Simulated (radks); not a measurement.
Ho39+, 28 electrons, occupied as [Ar] 3d10.

Calculated with a radial shooting solver on a logarithmic mesh with Libxc functionals: non-relativistic Kohn-Sham, PBE, spin-polarised, spherical densities, point nucleus; relativity is left out, which matters for an element this heavy.

Energy parts (eV):
total: -302900.15
kinetic: 302857.53
electron-nucleus: -663516.11
Hartree: 63107.55
exchange-correlation: -5349.12

Orbitals (lengths in bohr, moments of r in powers of bohr; r(max) is where P^2 peaks; r(90%) holds 90 % of the orbital's charge):
[
 {"orbital": "1s", "occ.": "2", "eigenvalue (eV)": "-53541.68", "r(90%)": "0.0402", "<r^2>": "0.0006843", "<r>": "0.02263", "r(max)": "0.01501"},
 {"orbital": "2s", "occ.": "2", "eigenvalue (eV)": "-10025.45", "r(90%)": "0.147", "<r^2>": "0.01078", "<r>": "0.09588", "r(max)": "0.08196"},
 {"orbital": "2p", "occ.": "6", "eigenvalue (eV)": "-9648.894", "r(90%)": "0.131", "<r^2>": "0.007992", "<r>": "0.08122", "r(max)": "0.06373"},
 {"orbital": "3s", "occ.": "2", "eigenvalue (eV)": "-3450.986", "r(90%)": "0.351", "<r^2>": "0.06621", "<r>": "0.2414", "r(max)": "0.2249"},
 {"orbital": "3p", "occ.": "6", "eigenvalue (eV)": "-3284.135", "r(90%)": "0.342", "<r^2>": "0.06132", "<r>": "0.2307", "r(max)": "0.2123"},
 {"orbital": "3d", "occ.": "10", "eigenvalue (eV)": "-2979.168", "r(90%)": "0.312", "<r^2>": "0.04781", "<r>": "0.2027", "r(max)": "0.1680"},
 {"orbital": "4s", "occ.": "0", "eigenvalue (eV)": "-1716.559", "r(90%)": "0.663", "<r^2>": "0.2495", "<r>": "0.4716", "r(max)": "0.4690"},
 {"orbital": "4p", "occ.": "0", "eigenvalue (eV)": "-1645.671", "r(90%)": "0.664", "<r^2>": "0.2473", "<r>": "0.4680", "r(max)": "0.4647"}
]

The highest occupied level is 3d at -2979.2 eV. Virial ratio -V/T = 2.00014.
